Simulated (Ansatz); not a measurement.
Steps of a relaxation of `[TeH]C1=CCO1` with RKS PBE0-D4/def2-TZVP.

```sh
$ ansatz run in.yaml --threads 4 --pin off --events-out ev --progress --plain --max-ram 10444MiB
```

```yaml
crystal:
  periodic: [false, false, false]
  atoms:
    - {symbol: Te, position_ang: [-0.659566, 1.804993, -1.945892]}
    - {symbol: C, position_ang: [-0.113592, 0.366051, -0.492579]}
    - {symbol: C, position_ang: [1.011743, -0.293324, -0.109637]}
    - {symbol: C, position_ang: [0.108425, -1.060693, 0.824725]}
    - {symbol: O, position_ang: [-1.036802, -0.275077, 0.325932]}
    - {symbol: H, position_ang: [-1.490989, 2.716426, -0.799661]}
    - {symbol: H, position_ang: [2.079219, -0.267158, -0.342803]}
    - {symbol: H, position_ang: [-0.059406, -2.137098, 0.608025]}
    - {symbol: H, position_ang: [0.249567, -0.900420, 1.914690]}
basis:
  gaussian: {orbitals: def2-TZVP}
hamiltonian: {xc: pbe0, dispersion: d4}
relax: {f_tol: 0.005, max_steps: 150}
```

Positions (Å) and forces (eV/Å) along the path, 11 of 11 steps:

```xyz
9
step=1 energy=-12510.5694 eV
Te   -0.660    1.805   -1.946   -0.070   -0.165    0.705
C    -0.114    0.366   -0.493    0.593   -0.345    0.087
C     1.012   -0.293   -0.110   -0.766    0.422   -0.202
C     0.108   -1.061    0.825   -0.089   -0.248    0.258
O    -1.037   -0.275    0.326    0.761   -0.008   -0.156
H    -1.491    2.716   -0.800    0.198   -0.197   -0.297
H     2.079   -0.267   -0.343   -0.629   -0.003    0.120
H    -0.059   -2.137    0.608    0.087    0.591    0.075
H     0.250   -0.900    1.915   -0.086   -0.046   -0.591
9
step=2 energy=-12510.6185 eV
Te   -0.654    1.785   -1.903    0.116   -0.061   -0.333
C    -0.112    0.361   -0.497    0.164   -0.195    0.267
C     0.999   -0.287   -0.112   -0.210    0.059   -0.018
C     0.109   -1.058    0.823   -0.083   -0.030    0.024
O    -1.029   -0.277    0.320    0.244   -0.062   -0.009
H    -1.469    2.701   -0.808   -0.114    0.119    0.205
H     2.052   -0.257   -0.344   -0.145    0.006    0.023
H    -0.053   -2.121    0.606    0.035    0.174    0.022
H     0.245   -0.892    1.899   -0.007   -0.011   -0.182
9
step=3 energy=-12510.6241 eV
Te   -0.648    1.777   -1.919   -0.012    0.009    0.006
C    -0.114    0.367   -0.489    0.020   -0.100   -0.001
C     0.992   -0.282   -0.110   -0.007   -0.016    0.044
C     0.107   -1.056    0.822   -0.045    0.048   -0.040
O    -1.028   -0.277    0.323    0.038   -0.003    0.016
H    -1.458    2.685   -0.794   -0.022    0.048   -0.007
H     2.041   -0.252   -0.344    0.018    0.008   -0.009
H    -0.051   -2.114    0.602    0.006    0.000   -0.009
H     0.247   -0.894    1.892    0.004    0.005    0.000
9
step=4 energy=-12510.6248 eV
Te   -0.651    1.780   -1.916   -0.008   -0.002    0.012
C    -0.113    0.359   -0.492   -0.021    0.020    0.025
C     0.994   -0.285   -0.108    0.014   -0.022   -0.003
C     0.108   -1.058    0.822   -0.028    0.038   -0.008
O    -1.026   -0.280    0.324    0.013   -0.023   -0.011
H    -1.464    2.701   -0.800    0.015   -0.010   -0.010
H     2.043   -0.254   -0.342    0.008    0.004   -0.007
H    -0.050   -2.116    0.603    0.004   -0.007   -0.007
H     0.248   -0.894    1.893    0.003    0.001    0.009
9
step=5 energy=-12510.6249 eV
Te   -0.651    1.780   -1.915   -0.002   -0.004   -0.002
C    -0.113    0.360   -0.491   -0.012   -0.002   -0.002
C     0.993   -0.286   -0.109    0.011    0.003    0.010
C     0.108   -1.058    0.823   -0.020    0.000   -0.016
O    -1.027   -0.282    0.322    0.013    0.001    0.010
H    -1.462    2.702   -0.800    0.006    0.000    0.000
H     2.043   -0.254   -0.343   -0.001    0.005   -0.001
H    -0.048   -2.116    0.604    0.002   -0.004    0.000
H     0.247   -0.892    1.893    0.002    0.002    0.000
9
step=6 energy=-12510.6251 eV
Te   -0.658    1.774   -1.918    0.006   -0.018   -0.015
C    -0.118    0.358   -0.491   -0.002   -0.001    0.004
C     0.991   -0.283   -0.108   -0.009   -0.011    0.015
C     0.107   -1.059    0.823    0.016    0.007   -0.016
O    -1.029   -0.289    0.322   -0.009    0.009   -0.001
H    -1.448    2.710   -0.800   -0.007    0.015    0.016
H     2.040   -0.245   -0.342    0.006    0.003    0.000
H    -0.043   -2.118    0.604    0.000   -0.006   -0.003
H     0.246   -0.894    1.893   -0.001    0.003    0.001
9
step=7 energy=-12510.6252 eV
Te   -0.666    1.767   -1.921   -0.002   -0.010    0.000
C    -0.124    0.355   -0.491    0.008    0.003    0.000
C     0.989   -0.279   -0.106   -0.019   -0.012    0.009
C     0.107   -1.061    0.823    0.036    0.006   -0.009
O    -1.032   -0.296    0.321   -0.020    0.009   -0.006
H    -1.431    2.721   -0.800   -0.001    0.006    0.004
H     2.037   -0.236   -0.340    0.006    0.000    0.002
H    -0.036   -2.121    0.603   -0.003   -0.003   -0.004
H     0.244   -0.896    1.894   -0.005    0.003    0.002
9
step=8 energy=-12510.6253 eV
Te   -0.674    1.761   -1.923   -0.007    0.002    0.008
C    -0.128    0.352   -0.491    0.013    0.002    0.000
C     0.987   -0.277   -0.105   -0.019   -0.005    0.000
C     0.108   -1.062    0.823    0.031    0.000    0.000
O    -1.034   -0.302    0.320   -0.013    0.002   -0.003
H    -1.418    2.730   -0.799    0.004   -0.003   -0.006
H     2.036   -0.230   -0.338    0.001   -0.002    0.004
H    -0.031   -2.123    0.603   -0.004    0.002   -0.003
H     0.243   -0.896    1.894   -0.006    0.002    0.000
9
step=9 energy=-12510.6251 eV rejected
Te   -0.684    1.756   -1.925    0.009    0.000    0.001
C    -0.130    0.352   -0.492   -0.060   -0.007   -0.008
C     0.984   -0.276   -0.105    0.102    0.002    0.004
C     0.110   -1.063    0.823   -0.049   -0.004    0.003
O    -1.035   -0.307    0.318   -0.021    0.005    0.011
H    -1.406    2.738   -0.799   -0.001    0.000    0.002
H     2.034   -0.227   -0.334    0.012    0.006   -0.010
H    -0.025   -2.124    0.602    0.001   -0.003    0.001
H     0.240   -0.896    1.894    0.009    0.001   -0.004
9
step=10 energy=-12510.6253 eV
Te   -0.677    1.760   -1.923    0.001   -0.002   -0.001
C    -0.128    0.352   -0.492   -0.002   -0.004    0.004
C     0.987   -0.277   -0.105   -0.005    0.002   -0.002
C     0.109   -1.062    0.823    0.001   -0.003    0.002
O    -1.035   -0.303    0.319    0.006    0.003   -0.004
H    -1.415    2.732   -0.799    0.000    0.000    0.001
H     2.036   -0.229   -0.337    0.001    0.001   -0.001
H    -0.029   -2.123    0.603   -0.001    0.002    0.000
H     0.242   -0.896    1.894   -0.001    0.001   -0.001
9
step=11 energy=-12510.6253 eV
Te   -0.678    1.759   -1.923   -0.001    0.001   -0.001
C    -0.129    0.352   -0.492    0.000    0.000    0.000
C     0.986   -0.277   -0.105    0.001   -0.003    0.003
C     0.109   -1.062    0.823    0.001   -0.001    0.000
O    -1.035   -0.304    0.319    0.001    0.000    0.000
H    -1.413    2.733   -0.799    0.000    0.000    0.000
H     2.035   -0.228   -0.336   -0.001    0.002   -0.002
H    -0.029   -2.123    0.603   -0.001    0.001    0.000
H     0.242   -0.896    1.894   -0.001    0.000   -0.001
```

Run time 31 s (4 threads of an Arm Neoverse V2 on a shared host); peak host memory 0.51 GiB.
